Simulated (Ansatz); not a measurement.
Reaction: H3BO2 (SMILES B(O)O) → H2BO2 (SMILES O[B]O, doublet) + H (doublet) (the B-H bond breaks)
Each species at its own B3LYP-D3(BJ)/def2-TZVP minimum (Ansatz, a first-principles code), one conformer.

Quantity: bond dissociation energy (electronic), in kcal/mol. UHF or UKS for unpaired electrons; spin-orbit terms are left out. CBS(X,Y): correlation extrapolated as X^-3, Hartree-Fock from the larger set (Q,5: extrapolated as (X+1)exp(-9√X)). A bracket is a step between two methods taken in the basis named. Functionals run without relativity, which enters their misses. '+ core + X2C': CCSD(T) terms for core correlation (cc-pwCVTZ) and scalar relativity (cc-pVTZ-DK). Where a partner has so few electrons that a lower coupled-cluster level is exact, that level stands in.

CCSD(T)/CBS(cc-pVQZ,cc-pV5Z) + [CCSDT(Q) - CCSD(T)]/cc-pVDZ + core + X2C (Ansatz) gives 117.4 kcal/mol.

### Question
How far off this value is PBE/def2-TZVPD (Ansatz), in which direction, and which of these levels come nearer: B3LYP/def2-TZVPD, PBE0/def2-TZVPD, wB97M-V/def2-TZVPD, CCSD(T)/CBS(cc-pVQZ,cc-pV5Z) + core + X2C?

### Answer
PBE gives 110.3 kcal/mol, 7.1 kcal/mol below it. Differences of the others: B3LYP/def2-TZVPD (Ansatz) -2.5; PBE0/def2-TZVPD (Ansatz) -5.6; wB97M-V/def2-TZVPD (Ansatz) 0.6; CCSD(T)/CBS(cc-pVQZ,cc-pV5Z) + core + X2C (Ansatz) 0.1 kcal/mol. Nearer than PBE: B3LYP/def2-TZVPD, PBE0/def2-TZVPD, wB97M-V/def2-TZVPD, CCSD(T)/CBS(cc-pVQZ,cc-pV5Z) + core + X2C.
